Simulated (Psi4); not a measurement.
C2H6N (SMILES CC[NH]), doublet, at a GFN2-xTB geometry; BLYP/aug-cc-pVTZ in Psi4.

The Psi4 input:
```
memory 2 GB

molecule {
0 2
C    -1.19313295    0.22923342   -0.14377722
C     0.17798836   -0.43028425   -0.21453957
N     1.14617846    0.31410065    0.45646090
H    -1.93180819   -0.36761044   -0.67294346
H    -1.14924284    1.21969932   -0.58787706
H    -1.49733299    0.33708216    0.89352925
H     0.12084398   -1.46133405    0.19198873
H     0.46550918   -0.58740119   -1.27484163
H     2.05964920   -0.13283533    0.40481861
}

set {
  basis aug-cc-pvtz
  reference uks
}

energy('blyp')
print_variables()
```

It wrote (shortened):

```
   => Loading Basis Set <=

    Name: AUG-CC-PVTZ
    Role: ORBITAL
    Keyword: BASIS

         ---------------------------------------------------------
                                   SCF
               by Justin Turney, Rob Parrish, Andy Simmonett
                          and Daniel G. A. Smith
                              UKS Reference
         ---------------------------------------------------------

  ==> Geometry <==

    Molecular point group: c1
    Full point group: C1

    Geometry (in Angstrom), charge = 0, multiplicity = 2:

       Center              X                  Y                   Z               Mass
    ------------   -----------------  -----------------  -----------------  -----------------
         C           -1.236737559620     0.206858867059    -0.167353802205    12.000000000000
         C            0.134383750380    -0.452658802941    -0.238116152205    12.000000000000
         N            1.102573850380     0.291726097059     0.432884317795    14.003074004430
         H           -1.975412799620    -0.389984992941    -0.696520042205     1.007825032230
         H           -1.192847449620     1.197324767059    -0.611453642205     1.007825032230
         H           -1.540937599620     0.314707607059     0.869952667795     1.007825032230
         H            0.077239370380    -1.483708602941     0.168412147795     1.007825032230
         H            0.421904570380    -0.609775742941    -1.298418212205     1.007825032230
         H            2.016044590380    -0.155209882941     0.381242027795     1.007825032230

  Running in c1 symmetry.

  Rotational constants: A =      1.26037  B =      0.31824  C =      0.28017 [cm^-1]
  Rotational constants: A =  37784.84933  B =   9540.58546  C =   8399.21136 [MHz]
  Nuclear repulsion =   76.391848347752841

  Charge       = 0
  Multiplicity = 2
  Electrons    = 25
  Nalpha       = 13
  Nbeta        = 12

  ==> Algorithm <==

  SCF Algorithm Type is DF.
  DIIS enabled.
  MOM disabled.
  Fractional occupation disabled.
  Guess Type is SAD.
  Energy threshold   = 1.00e-06
  Density threshold  = 1.00e-06
  Integral threshold = 1.00e-12

  ==> Primary Basis <==

  Basis Set: AUG-CC-PVTZ
    Blend: AUG-CC-PVTZ
    Number of shells: 96
    Number of basis functions: 276
    Number of Cartesian functions: 315
    Spherical Harmonics?: true
    Max angular momentum: 3

  ==> DFT Potential <==

   => LibXC <=

    Version 7.1.2
    S. Lehtola, C. Steigemann, M. J. T. Oliveira, and M. A. L. Marques,  SoftwareX 7, 1–5 (2018) (10.1016/j.softx.2017.11.002)

   => Composite Functional: BLYP <=

    BLYP GGA Exchange-Correlation Functional

    P.J. Stephens et. al., J. Phys. Chem., 98, 11623-11627, 1994
    B. Miehlich et. al., Chem. Phys. Lett., 157(3), 200-206 1989

    Deriv               =              1
    GGA                 =           TRUE
    Meta                =          FALSE

    Exchange Hybrid     =          FALSE
    MP2 Hybrid          =          FALSE

   => Exchange Functionals <=

    1.0000     XC_GGA_X_B88

   => Correlation Functionals <=

    1.0000     XC_GGA_C_LYP

   => LibXC Density Thresholds  <==

    XC_GGA_C_LYP:  1.00E-14
    XC_GGA_X_B88:  1.00E-15

   => Molecular Quadrature <=

    Radial Scheme          =       TREUTLER
    Pruning Scheme         =           NONE
    Nuclear Scheme         =       TREUTLER

    Blocking Scheme        =         OCTREE
    BS radius alpha        =              1
    Pruning alpha          =              1
    Radial Points          =             75
    Spherical Points       =            302
    Total Points           =         195457
    Total Blocks           =           1480
    Max Points             =            256
    Max Functions          =            276
    Weights Tolerance      =       1.00E-15

   => Loading Basis Set <=

    Name: (AUG-CC-PVTZ AUX)
    Role: JKFIT
    Keyword: DF_BASIS_SCF

  ==> Integral Setup <==

  SCF_SUBTYPE=INCORE selected. In-core MEM_DF algorithm will be used.
  Using in-core AOs.

  ==> MemDFJK: Density-Fitted J/K Matrices <==

    J tasked:                   Yes
    K tasked:                    No
    wK tasked:                   No
    Algorithm:                 Core
    Schwarz Cutoff:           1E-12
    Mask sparsity (%):       0.2704
    Fitting Condition:        1E-10

   => Auxiliary Basis Set <=

  Basis Set: (AUG-CC-PVTZ AUX)
    Blend: AUG-CC-PVTZ-JKFIT
    Number of shells: 174
    Number of basis functions: 588
    Number of Cartesian functions: 723
    Spherical Harmonics?: true
    Max angular momentum: 4

  Minimum eigenvalue in the overlap matrix is 1.8769299648E-05.
  Reciprocal condition number of the overlap matrix is 1.2933486262E-06.
    Using symmetric orthogonalization.

  ==> Pre-Iterations <==

  SCF Guess: Superposition of Atomic Densities via on-the-fly atomic UHF (no occupation information).

   -------------------------
    Irrep   Nso     Nmo
   -------------------------
     A        276     276
   -------------------------
    Total     276     276
   -------------------------

  ==> Iterations <==

                           Total Energy        Delta E     RMS |[F,P]|

   @DF-UKS iter SAD:  -133.85295203776764   -1.33853e+02   0.00000e+00
   @DF-UKS iter   1:  -133.85801346120593   -5.06142e-03   4.09771e-03 DIIS/ADIIS
   @DF-UKS iter   2:  -131.38728076204768    2.47073e+00   8.03610e-03 DIIS/ADIIS
   @DF-UKS iter   3:  -134.45487600980266   -3.06760e+00   9.68788e-04 DIIS/ADIIS
   @DF-UKS iter   4:  -134.45687590949066   -1.99990e-03   9.97229e-04 DIIS/ADIIS
   @DF-UKS iter   5:  -134.49122358328245   -3.43477e-02   1.48463e-04 DIIS/ADIIS
   @DF-UKS iter   6:  -134.49188322583669   -6.59643e-04   6.19483e-05 DIIS
   @DF-UKS iter   7:  -134.49200265269374   -1.19427e-04   1.62877e-05 DIIS
   @DF-UKS iter   8:  -134.49201249522486   -9.84253e-06   2.71501e-06 DIIS
   @DF-UKS iter   9:  -134.49201280786406   -3.12639e-07   7.76881e-07 DIIS
  Energy and wave function converged.

  ==> Post-Iterations <==

   Electrons on quadrature grid:
      Nalpha   =   12.9999939748 ; deviation = -6.025e-06
      Nbeta    =   11.9999951784 ; deviation = -4.822e-06
      Ntotal   =   24.9999891533 ; deviation = -1.085e-05

   @Spin Contamination Metric:   3.133316263E-03
   @S^2 Expected:                7.500000000E-01
   @S^2 Observed:                7.531333163E-01
   @S   Expected:                5.000000000E-01
   @S   Observed:                5.000000000E-01

    Orbital Energies [Eh]
    ---------------------

    Alpha Occupied:

[...]
      13A     -0.215706

    Alpha Virtual:

[...]
    Beta Occupied:

[...]
    Beta Virtual:

[...]
    Final Occupation by Irrep:
              A
    DOCC [    12 ]
    SOCC [     1 ]
    NA   [    13 ]
    NB   [    12 ]

  @DF-UKS Final Energy:  -134.49201280786406

   => Energetics <=

    Nuclear Repulsion Energy =             76.3918483477528412
    One-Electron Energy =                -331.4180885470468070
    Two-Electron Energy =                 140.4573375458451210
    DFT Exchange-Correlation Energy =     -19.9231101544152018
    Empirical Dispersion Energy =           0.0000000000000000
    VV10 Nonlocal Energy =                  0.0000000000000000
    Total Energy =                       -134.4920128078640573

  UHF NO Occupations:
  HONO-2 :   11  A 1.9995922
  HONO-1 :   12  A 1.9993013
  HONO-0 :   13  A 1.0000000
  LUNO+0 :   14  A 0.0006987
  LUNO+1 :   15  A 0.0004078
  LUNO+2 :   16  A 0.0002147
  LUNO+3 :   17  A 0.0001767

Computation Completed

Properties will be evaluated at   0.000000,   0.000000,   0.000000 [a0]

Properties computed using the SCF density matrix

 Multipole Moments:

 ------------------------------------------------------------------------------------
     Multipole            Electronic (a.u.)      Nuclear  (a.u.)        Total (a.u.)
 ------------------------------------------------------------------------------------

 L = 1.  Multiply by 2.5417464519 to convert [e a0] to [Debye]
 Dipole X            :          2.0666844           -2.0600192            0.0066652
 Dipole Y            :          0.4296002           -1.0570444           -0.6274442
 Dipole Z            :          0.7415690           -1.1138321           -0.3722631
 Magnitude           :                                                    0.7295961

 ------------------------------------------------------------------------------------

  Variable Map:
  ----------------------------------------------------------------------------
[...]
  Array Variable Map:
  ----------------------------------------------------------------------------
[...]
[...]
```
